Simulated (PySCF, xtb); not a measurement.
WO₂Cl₂, SMILES [O]=[W](=[O])([Cl])[Cl], multiplicity 1.

GFN2-xTB in xtb at its own geometry gives an orbital gap of 3.43 eV and a dipole moment of 4.09 D.

Coordinates come from a PBE-D3(BJ)/def2-SVP optimisation. The multiplicity is an assumed one; no other spin state was optimised. The isomer is the one that the SMILES or the coordinates give; other isomers of the formula were not compared. The def2 effective core potentials stand for the cores of W; spin–orbit coupling is left out.

Q: What does PBE/def2-TZVP run with PySCF give? (Estimate from the structure and the level; the computed values follow.)

A: gap 3.98 eV (levels -8.09 and -4.11 eV), dipole 1.88 D.
